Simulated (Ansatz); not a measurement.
Mulliken charges of H₃ISi, SMILES `[SiH3]I` from PBE/def2-TZVPP in Ansatz (PBE0-D4/def2-TZVP geometry).

| atom | x (Å) | y (Å) | z (Å) | charge (e) |
| --- | --- | --- | --- | --- |
| Si1 | -0.166 | 0.069 | -0.077 | 0.214 |
| I2 | 1.908 | -0.923 | 0.738 | -0.131 |
| H3 | -1.144 | 0.089 | 1.034 | -0.028 |
| H4 | -0.671 | -0.756 | -1.198 | -0.028 |
| H5 | 0.123 | 1.447 | -0.537 | -0.028 |

Task: By hand: the dipole of these point charges (1 e Å = 4.8032 D).

Result: Σ q r = (-0.238, 0.114, -0.094) e Å, of length 0.280 e Å = 1.34 D.

Task: How does the dipole of the full density compare? (Estimate.)

Result: Ansatz gave: (-0.182, 0.087, -0.072) e Å, 1.03 D; the point charges give 1.30 times that, at 0° from its direction.

Point charges leave out the atoms' own dipoles, such as those of lone pairs, and Mulliken's split depends on the basis, so the two needn't agree.
